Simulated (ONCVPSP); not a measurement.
# Configuration tests for Ru (ONCV)

ONCVPSP 4.0.1 input, shortened (lines: element, Z, core and valence counts, functional; n l f; lmax; l rc ep ncon nbas qcut; lloc lpopt rc5 dvloc0; l nproj debl; icmod fcfact rcfact), PBE, scalar-relativistic:

```
  Ru 44.00    6    3        4      upf
    1    0    2.00
    2    0    2.00
    2    1    6.00
    3    0    2.00
    3    1    6.00
    3    2   10.00
    4    0    2.00
    4    1    6.00
    4    2    8.00
    2
    0    1.55    0.00    4    7    8.90
    1    1.10    0.00    3    6    8.10
    2    1.10    0.00    4    8    9.70
    2    5    1.10    0.00
    0    1    1.60
    1    2    1.90
    2    0    0.90
    3    2.50    1.10
```

Energies are relative to the spin-unpolarised reference configuration 4s2 4p6 4d8; without spin polarisation the order of configurations can differ from experiment.

```csv
valence configuration,charge,ΔE all-electron (eV),error AE − PS (meV)
4s2 4p6 4d7 5s1,0,0.333,+137
4s2 4p6 4d7,+1,7.625,+1.8
4s2 4p6 4d6,+2,25.812,+4.8
4s2 4p6 4d6 5s2,0,2.033,+340
```

Levels in the configuration 4s2 4p6 4d6 5s2:

```tsv
level	all-electron (eV)	pseudo (eV)
4s	-79.706	-79.452
4p	-49.597	-49.377
4d	-7.670	-7.505
5s	-5.188	-5.267
```
